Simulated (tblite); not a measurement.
C7H10O2S.
Z-matrix (Å and degrees, GFN2-xTB geometry), rows numbered from 1:
```
O 
S   1  1.4373
O   2  1.4370  1  117.34
C   2  1.7971  1  108.96  3   128.35
C   4  1.3154  2  109.35  1   100.04
C   5  1.5030  4  118.06  2     0.91
C   6  1.5222  5  109.49  4    16.06
C   7  1.4968  2  109.38  1    32.55
C   8  1.5018  7  120.43  2   156.51
C   9  1.4978  8   59.98  7  -108.51
H   4  1.0705  2  121.75  1   -77.39
H   5  1.0804  4  124.18  2  -177.60
H   6  1.0946  5  108.23  4  -103.68
H   6  1.0918  5  110.32  4   139.21
H   7  1.0893  2  104.43  1   152.35
H   8  1.0830  7  112.62  2   -56.96
H   9  1.0791  8  118.28 10  -108.49
H   9  1.0796  8  118.03 10   108.07
H  10  1.0784  8  118.19  9   108.66
H  10  1.0791  8  117.87  9  -108.43
```

Level: GFN2-xTB in tblite, geometry and Hessian alike; calculated harmonic values, unscaled, isolated species. Against measured fundamentals such values can be off by several per cent, at times by over 20. One conformer, not necessarily the lowest.

Harmonic wavenumbers (cm⁻¹): 38.7, 48.7, 126.2, 181.9, 191.4, 281.7, 313.8, 351.2, 418.3, 428.2, 460.4, 529.6, 610.2, 681.1, 718.2, 763.9, 800.1, 860.3, 875.6, 892.8, 943.3, 962.4, 989.5, 1003.7, 1039.7, 1068.9, 1076.4, 1094.9, 1095.7, 1110.6, 1125.7, 1139.3, 1150.9, 1201.5, 1240.3, 1246.1, 1256.6, 1259.3, 1293.2, 1396.8, 1439.2, 1452.6, 1490.5, 1689.2, 2946.2, 2979.1, 2989.4, 3058.5, 3068.1, 3090.9, 3096.6, 3101.7, 3118.8, 3169.2.

A = 1916, B = 1028, C = 794.2 MHz; mass 158.040 u (most abundant isotopes); point group C1, symmetry number 1.

What is the zero-point energy?

½Σν̃ = 34479 cm⁻¹ = 98.58 kcal/mol.

Give the ideal-gas entropy at 500 K and 1 bar in the rigid-rotor, harmonic-oscillator model (classical rotation).

Translation 43.68, rotation 31.25, vibration 49.59: S = 124.5 cal/(mol K).

And Cp and H(500 K) − H(0)?

Cp = 60.70 cal/(mol K), of which vibrations give 52.75 (their classical limit is 54 R = 107.3); H(500 K) − H(0) = 16.96 kcal/mol without the zero-point energy, 12.99 from vibrations.

How do the functions run with temperature in this model?

```json
{"T (K)": "50", "S (cal/(mol K))": "60.3", "Cp (cal/(mol K))": "12.8", "H − H(0) (kcal/mol)": "0.51", "G − H(0) (kcal/mol)": "-2.51", "ln q(vib)": "0.72"}
{"T (K)": "100", "S (cal/(mol K))": "70.6", "Cp (cal/(mol K))": "17.5", "H − H(0) (kcal/mol)": "1.27", "G − H(0) (kcal/mol)": "-5.80", "ln q(vib)": "1.90"}
{"T (K)": "298.15", "S (cal/(mol K))": "98.9", "Cp (cal/(mol K))": "39.1", "H − H(0) (kcal/mol)": "6.77", "G − H(0) (kcal/mol)": "-22.71", "ln q(vib)": "6.70"}
{"T (K)": "373.15", "S (cal/(mol K))": "108.6", "Cp (cal/(mol K))": "48.0", "H − H(0) (kcal/mol)": "10.04", "G − H(0) (kcal/mol)": "-30.50", "ln q(vib)": "8.59"}
{"T (K)": "750", "S (cal/(mol K))": "152.6", "Cp (cal/(mol K))": "77.5", "H − H(0) (kcal/mol)": "34.43", "G − H(0) (kcal/mol)": "-80.03", "ln q(vib)": "18.37"}
{"T (K)": "1000", "S (cal/(mol K))": "176.4", "Cp (cal/(mol K))": "87.9", "H − H(0) (kcal/mol)": "55.20", "G − H(0) (kcal/mol)": "-121.24", "ln q(vib)": "24.53"}
```

q(vib) and H(0) count from the zero-point level.

Which modes carry the vibrational entropy at 500 K?

38.7 cm⁻¹: 6.35; 48.7 cm⁻¹: 5.89; 126.2 cm⁻¹: 4.01; 181.9 cm⁻¹: 3.30; 191.4 cm⁻¹: 3.20; 281.7 cm⁻¹: 2.46 cal/(mol K); the other 48 give 24.38 together.

What must be added to the electronic energy to get the Gibbs energy at 500 K and 1 bar?

ZPE + [H(500 K) − H(0)] − T·S = 98.58 + 16.96 − 62.26 = 53.28 kcal/mol.

Blend soft modes into free rotors: weight 1/[1 + (100 cm⁻¹/ν̃)⁴] for the oscillator and the rest for a rotor with moment μB/(μ + B), μ = h/(8π²ν), B = 10⁻⁴⁴ kg m². What vibrational entropy results?

45.56 cal/(mol K) in place of 49.59, which changes −T·S at 500 K by +2.01 kcal/mol.

Hindered rotation and anharmonicity are outside this model. Other conformers, if any are populated, would add a mixing term that is left out. The structure is chiral; the term R ln 2 for an equal mix with its mirror image is left out.

Run on one thread, Arm Neoverse V1, on a shared host. The figure is for the frequency step alone.
